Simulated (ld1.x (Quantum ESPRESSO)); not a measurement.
## Building the TM potential for Rb (Z = 37) (revPBE, scalar-relativistic).

Input for ld1.x (Quantum ESPRESSO) 7.5:

```
&input
   title='Rb', zed=37., rel=1, dft='REVPBE', iswitch=3,
   config='[Kr] 4d0 5s0 5p1',
   nld=3, rlderiv=4.55, eminld=-2.0, emaxld=5.0, deld=0.02
 /
 &inputp
   pseudotype=2, tm=.true., lloc=1,
   nlcc=.true.,
   file_pseudopw='Rb.UPF', file_wfcaegen='ae.wfc', file_wfcncgen='nc.wfc', file_beta='beta', file_chi='chi'
 /
3
5S  1  0   0.00   0.00  4.05  4.05  0.0
4D  3  2   0.00   0.00  4.20  4.20  0.0
5P  2  1   1.00   0.00  4.20  4.20  0.0
 &test
   configts(1)='4d0 5s0 5p1'
 /
```

Command:

```bash
ld1.x < Rb.in > Rb.out
```

Output (shortened: banner, matrices, multipoles, cross overlaps and the repeated all-electron block are left out):

```
Program LD1 v.7.5
     --------------------------- All-electron run ----------------------------

     Rb
     scalar relativistic calculation

     atomic number is 37.00
     dft =REVPBE   lsd =0 sic =0 latt =0  beta=0.20 tr2=1.0E-14
     Exchange-correlation= REVPBE
                           (   1   4   4   4   0   0   0)
     mesh =1219 r(mesh) = 100.89517 a.u. xmin = -7.00 dx = 0.01250
     1 Ry =  13.60569312 eV, c = 137.03599908

     n l     nl                  e(Ry)          e(Ha)          e(eV)
     1 0     1S 1( 2.00)     -1105.1357      -552.5678    -15036.1369
     2 0     2S 1( 2.00)      -147.7203       -73.8601     -2009.8368
     2 1     2P 1( 6.00)      -130.9440       -65.4720     -1781.5833
     3 0     3S 1( 2.00)       -22.0168       -11.0084      -299.5538
     3 1     3P 1( 6.00)       -16.6364        -8.3182      -226.3503
     4 0     4S 1( 2.00)        -2.4500        -1.2250       -33.3333
     4 1     4P 1( 6.00)        -1.2776        -0.6388       -17.3827
     3 2     3D 1(10.00)        -7.7459        -3.8729      -105.3882
     4 2     4D 1( 0.00)        -0.0441        -0.0220        -0.5998
     5 0     5S 1( 0.00)        -0.2083        -0.1042        -2.8347
     5 1     5P 1( 1.00)        -0.0989        -0.0495        -1.3462

     final scf error:  7.2E-15 reached in  39 iterations

     Etot =   -5962.654648 Ry,   -2981.327324 Ha,  -81126.049346 eV

     Ekin =    6106.765687 Ry,    3053.382843 Ha,   83086.779909 eV
     Encl =  -14365.575582 Ry,   -7182.787791 Ha, -195453.612911 eV
     Eh   =    2497.800056 Ry,    1248.900028 Ha,   33984.301038 eV
     Exc  =    -201.644808 Ry,    -100.822404 Ha,   -2743.517382 eV

     normalization and overlap integrals

     s(1S/1S) =  1.000000  <r> =   0.0403  <r2> =    0.0022  r(max) =   0.0264
     s(2S/2S) =  1.000000  <r> =   0.1778  <r2> =    0.0373  r(max) =   0.1498
     s(2P/2P) =  1.000000  <r> =   0.1551  <r2> =    0.0294  r(max) =   0.1196
     s(3S/3S) =  1.000000  <r> =   0.5104  <r2> =    0.2992  r(max) =   0.4500
     s(3P/3P) =  1.000000  <r> =   0.5186  <r2> =    0.3144  r(max) =   0.4444
     s(4S/4S) =  1.000000  <r> =   1.4551  <r2> =    2.4135  r(max) =   1.2701
     s(4P/4P) =  1.000000  <r> =   1.7171  <r2> =    3.4169  r(max) =   1.4213
     s(3D/3D) =  1.000000  <r> =   0.5252  <r2> =    0.3380  r(max) =   0.3922
     s(4D/4D) =  1.000000  <r> =   7.1624  <r2> =   64.9194  r(max) =   6.4500
     s(5S/5S) =  1.000000  <r> =   5.2474  <r2> =   31.6894  r(max) =   4.1644
     s(5P/5P) =  1.000000  <r> =   7.3080  <r2> =   60.6629  r(max) =   6.4500

     ------------------------ End of All-electron run ------------------------

     --------------------- Generating NC pseudopotential ---------------------

      Generating local pot.: lloc=1, matching radius rcloc =   4.2000

      Computing core charge for nlcc:

       r > 3.77 : true rho core
       r < 3.77 : rho core = a sin(br)/r    a=   0.11  b=   0.75

      Integrated core pseudo-charge :   0.63

      Wfc   5S  rcut= 4.011  Using Troullier-Martins method

      Wfc   4D  rcut= 4.217  Using Troullier-Martins method

     ------------------- End of pseudopotential generation -------------------

     Computing logarithmic derivative in   4.57383
     Computing logarithmic derivative in   4.57383
     Computing the partial wave expansion
     R is outside the sphere for l=    0 j= 0.00
       no projector for channel:   1
     R is outside the sphere for l=    2 j= 0.00

     ---------------------- Testing the pseudopotential ----------------------

     Rb
     scalar relativistic calculation

     atomic number is 37.00   valence charge is  1.00
     dft =REVPBE   lsd =0 sic =0 latt =0  beta=0.20 tr2=1.0E-14
     mesh =1219 r(mesh) = 100.89517 xmin = -7.00 dx = 0.01250

     n l     nl             e AE (Ry)        e PS (Ry)    De AE-PS (Ry)
     3 2     4D   1( 0.00)       -0.04408       -0.04408        0.00000
     1 0     5S   1( 0.00)       -0.20835       -0.20835       -0.00000
     2 1     5P   1( 1.00)       -0.09895       -0.09895        0.00000

     eps = 9.9E-15  iter = 12

     Etot =   -5962.654648 Ry,   -2981.327324 Ha,  -81126.049346 eV
     Etotps =    -0.366955 Ry,      -0.183477 Ha,      -4.992675 eV

     Ekin =       0.106885 Ry,       0.053442 Ha,       1.454240 eV
     Encl =      -0.285771 Ry,      -0.142886 Ha,      -3.888114 eV
     Ehrt =       0.123505 Ry,       0.061753 Ha,       1.680378 eV
     Ecxc =      -0.311574 Ry,      -0.155787 Ha,      -4.239179 eV
     (Ecc =      -0.174223 Ry,      -0.087111 Ha,      -2.370421 eV)

     ---------------------- End of pseudopotential test ----------------------
```

Note: ghost state, extra bound levels that the all-electron valence spectrum of the same l lacks: s at -4.8 eV. A true bound ghost makes a file unfit for plane-wave use.

Generation and configuration tests took about 1.4 s on one core of a shared server CPU.

Transferability test of the new file with ld1.x, input:

```
&input
   title='Rb', zed=37., rel=1, dft='REVPBE', iswitch=2,
   config='[Kr] 4d0 5s0 5p1'
 /
 &test
   file_pseudo='Rb.UPF', nconf=5,
   configts(1)='4d0 5s0 5p1',
   configts(2)='4d0 5s1 5p0',
   configts(3)='4d0 5s0.5 5p0',
   configts(4)='4d1 5s0 5p0',
   configts(5)='4d0.5 5s0.5 5p0'
 /
```

```bash
ld1.x < Rb.test.in > Rb.test.out
```

Pseudopotential blocks of its output, shortened (energy terms left out):

```
     ---------------------- Testing the pseudopotential ----------------------

     n l     nl             e AE (Ry)        e PS (Ry)    De AE-PS (Ry)
     3 2     4D   1( 0.00)       -0.04408       -0.04408        0.00000
     1 0     5S   1( 0.00)       -0.20835       -0.20835       -0.00000
     2 1     5P   1( 1.00)       -0.09895       -0.09895        0.00000

     eps = 1.0E-14  iter = 12

     Etot =   -5962.654649 Ry,   -2981.327324 Ha,  -81126.049346 eV
     Etotps =    -0.366955 Ry,      -0.183477 Ha,      -4.992675 eV

     ---------------------- End of pseudopotential test ----------------------

          ---------------------- Testing the pseudopotential ----------------------

     n l     nl             e AE (Ry)        e PS (Ry)    De AE-PS (Ry)
     3 2     4D   1( 0.00)       -0.00156       -0.00047       -0.00109
     1 0     5S   1( 1.00)       -0.16003       -0.14935       -0.01068  !
     2 1     5P   1( 0.00)       -0.05569       -0.05188       -0.00381

     eps = 4.0E-15  iter = 21

     Etot =   -5962.761535 Ry,   -2981.380767 Ha,  -81127.503605 eV
     Etotps =    -0.473815 Ry,      -0.236908 Ha,      -6.446585 eV
     dEtot_ae =      -0.106886 Ry
     dEtot_ps =      -0.106860 Ry,   Delta E=      -0.000026 Ry

     ---------------------- End of pseudopotential test ----------------------

          ---------------------- Testing the pseudopotential ----------------------

     n l     nl             e AE (Ry)        e PS (Ry)    De AE-PS (Ry)
     3 2     4D   1( 0.00)       -0.11743       -0.11860        0.00117
     1 0     5S   1( 0.50)       -0.29582       -0.29960        0.00378
     2 1     5P   1( 0.00)       -0.16352       -0.16443        0.00092

     eps = 2.0E-15  iter =  9

     Etot =   -5962.648404 Ry,   -2981.324202 Ha,  -81125.964389 eV
     Etotps =    -0.361366 Ry,      -0.180683 Ha,      -4.916631 eV
     dEtot_ae =       0.006244 Ry
     dEtot_ps =       0.005589 Ry,   Delta E=       0.000655 Ry

     ---------------------- End of pseudopotential test ----------------------

          ---------------------- Testing the pseudopotential ----------------------

     n l     nl             e AE (Ry)        e PS (Ry)    De AE-PS (Ry)
     3 2     4D   1( 1.00)       -0.04687       -0.04659       -0.00028
     1 0     5S   1( 0.00)       -0.20685       -0.20551       -0.00134
     2 1     5P   1( 0.00)       -0.09841       -0.09761       -0.00080

     eps = 8.8E-15  iter = 32

     Etot =   -5962.600979 Ry,   -2981.300489 Ha,  -81125.319129 eV
     Etotps =    -0.313578 Ry,      -0.156789 Ha,      -4.266450 eV
     dEtot_ae =       0.053670 Ry
     dEtot_ps =       0.053377 Ry,   Delta E=       0.000293 Ry

     ---------------------- End of pseudopotential test ----------------------

          ---------------------- Testing the pseudopotential ----------------------

     n l     nl             e AE (Ry)        e PS (Ry)    De AE-PS (Ry)
     3 2     4D   1( 0.50)       -0.02809       -0.02771       -0.00038
     1 0     5S   1( 0.50)       -0.19064       -0.19164        0.00100
     2 1     5P   1( 0.00)       -0.08069       -0.08015       -0.00054

     eps = 4.1E-15  iter = 21

     Etot =   -5962.681549 Ry,   -2981.340775 Ha,  -81126.415350 eV
     Etotps =    -0.394511 Ry,      -0.197255 Ha,      -5.367589 eV
     dEtot_ae =      -0.026901 Ry
     dEtot_ps =      -0.027556 Ry,   Delta E=       0.000655 Ry

     ---------------------- End of pseudopotential test ----------------------
```
